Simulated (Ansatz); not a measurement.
**A ladder of methods for SiHCl2OF (SMILES O[Si](F)(Cl)Cl)**

SiHCl2OF: 6 atoms, total charge 0, spin state singlet. As SMILES, `O[Si](F)(Cl)Cl`. The shape was relaxed beforehand at r2SCAN/def2-SVP. This is one conformer, not always the lowest.

```xyz
6

O    -0.5224    0.4639    1.1326
Si    0.2160    0.0155   -0.2509
F     1.6032   -0.7400    0.0508
Cl   -0.9298   -1.2819   -1.3368
Cl    0.6219    1.6982   -1.3074
H    -0.9467   -0.2199    1.6656
```

Quantity: the dissociation energy of the H6–O1 bond into doublet H and doublet SiCl2OF (shapes relaxed at r2SCAN/def2-SVP, no zero-point term), in eV. The values are calculated.

| level | kind | program | value (eV) | CPU time (all runs) |
| --- | --- | --- | --- | --- |
| HF/def2-SVP | Hartree–Fock | Ansatz | 4.12 | 8.6 s |
| SVWN5/def2-SVP | LDA | Ansatz | 5.98 | 5.2 s |
| PBE/def2-SVP | GGA | Ansatz | 5.28 | 10 s |
| r2SCAN/def2-SVP | meta-GGA | Ansatz | 5.33 | 32 s |
| PBE0-D4/def2-SVP | global hybrid | Ansatz | 5.37 | 14 s |
| wB97M-V/def2-SVP | range-separated hybrid | Ansatz | 5.58 | 60 s |
| B2PLYP/def2-SVP | double hybrid | Ansatz | 5.41 | 21 s |
| RPA@PBE/def2-SVP | RPA | Ansatz | 5.20 | 20 s |

The values span 4.12 to 5.98 eV. Hartree–Fock misses the correlation of the electron pair that is broken and comes out low. Measured bond enthalpies also hold zero-point and thermal terms, a few tenths of an eV less. Times are those of the runs behind each value, whatever else they computed, on shared processors of several kinds: orders of magnitude only.
